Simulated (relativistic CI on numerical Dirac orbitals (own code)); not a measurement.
# Radial parameters of Ba33+

Method of calculation: Dirac-Coulomb-Breit CI, orbitals from a KLI potential per configuration, model QED, unscaled Slater integrals (own radial code, finite nucleus).

Slater integrals F^k, G^k are unscaled and averaged over j, outside the closed core [Ne]; ζ comes from projecting the Hamiltonian with its Breit term on Σ l·s of the shell.

- 3s²3p⁶3d⁵: F^2(3d,3d) = 417690, F^4(3d,3d) = 269300, ζ(3d) = 58593 cm⁻¹; <r>(3d) = 0.2436, <r^2>(3d) = 0.06901 (bohr units).
- 3s²3p⁵3d⁶: ζ(3p) = 449230, F^2(3d,3d) = 416820, F^4(3d,3d) = 268710, F^2(3p,3d) = 365470, G^1(3p,3d) = 395720, G^3(3p,3d) = 262370, ζ(3d) = 57915 cm⁻¹; <r>(3p) = 0.2717, <r^2>(3p) = 0.08529, <r>(3d) = 0.2441, <r^2>(3d) = 0.06927 (bohr units).
- 3s²3p⁴3d⁷: F^2(3p,3p) = 363970, ζ(3p) = 448820, F^2(3d,3d) = 415940, F^4(3d,3d) = 268110, F^2(3p,3d) = 365050, G^1(3p,3d) = 395690, G^3(3p,3d) = 262230, ζ(3d) = 57243 cm⁻¹; <r>(3p) = 0.272, <r^2>(3p) = 0.08549, <r>(3d) = 0.2445, <r^2>(3d) = 0.06954 (bohr units).

Problem. Give the Racah parameters of the d shell in 3s²3p⁶3d⁵.

Solution. B = F²/49 − 5F⁴/441 = 5471 cm⁻¹ and C = 35F⁴/441 = 21373 cm⁻¹.

Averages of the first 10 configurations, taken without configuration mixing, which lowers the lowest level and can move excited configurations by several eV; other configurations of the list can lie among them:

| Configuration | Parity | States | Average energy above the lowest level (eV) |
| --- | --- | --- | --- |
| 3s²3p⁶3d⁵ | even | 252 | 48.4 |
| 3s²3p⁵3d⁶ | odd | 1260 | 312.9 |
| 3s²3p⁴3d⁷ | even | 1800 | 583.1 |
| 3s3p⁶3d⁶ | even | 420 | 517.5 |
| 3p⁶3d⁷ | even | 120 | 994.4 |
| 3s3p⁵3d⁷ | odd | 1440 | 780.8 |
| 3s²3p⁶3d⁴4s | even | 420 | 909.8 |
| 3s²3p⁶3d⁴4p | odd | 1260 | 985.1 |
| 3s²3p⁴3d⁶4s | even | 6300 | 1430.9 |
| 3s²3p⁵3d⁵4s | odd | 3024 | 1167.5 |
